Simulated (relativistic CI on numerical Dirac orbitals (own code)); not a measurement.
# Exchange splitting of the 4s photoelectron line of Rh7+

Problem. Rh7+ ([Kr] 4d2) has the spin S = 1. The exchange integral with a hole in 4s, calculated from Dirac-KLI orbitals and scaled by 0.8, is G^2(4s,4d) = 9.115 eV, with l = 2 the orbital momentum of the open shell. Find the splitting and the intensity ratio of the 4s line.

Working.
1. The electron left in 4s couples its spin to S, giving S + ½ = 3/2 and S − ½ = 1/2.
2. Van Vleck's theorem gives ΔE = (2S + 1) G^l/(2l + 1) = 3 × 9.115/5 = 5.47 eV, with the high-spin state at lower binding energy.
3. The intensities follow the multiplicities, (2S + 2) : 2S = (S + 1) : S = 2.00.

Check. The full multiplet calculation with spin-orbit coupling puts the centres of the two groups of its strongest lines 5.43 eV apart. Measured splittings are much smaller, often about half, when hole and open shell share n, because correlation inside the n = 4 shell lowers the low-spin state; the low-spin line also loses weight to satellites, so measured ratios exceed (S + 1)/S. The splitting still grows with S and serves to read the spin state.
